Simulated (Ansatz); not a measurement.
Ansatz results at the PBE0-D4/def2-TZVP geometry: LUMO energy (ωB97M-V/def2-TZVPP) 0.65 eV; HOMO–LUMO gap (PBE0/def2-TZVPP) 8.22 eV; LUMO energy (PBE0/def2-TZVPP) -0.70 eV.

Each molecule was computed in one conformer, which needn't be the lowest.

(1) Which molecule gave them?
A. `C[O][Hf]([F])([SeH])[O]C`
B. `[SiH3][O][Hf]([Cl])([O][SiH3])[O][SiH3]`
C. `[Cl][Hf]([Cl])([Cl])[Br]`
D. `[F][Hf]([F])([F])[F]`

## Answers

(1) B. The others give `C[O][Hf]([F])([SeH])[O]C`: 0.94, 6.45, -0.40; `[F][Hf]([F])([F])[F]`: 0.27, 11.27, -0.90; `[Cl][Hf]([Cl])([Cl])[Br]`: -0.09, 7.04, -2.19.
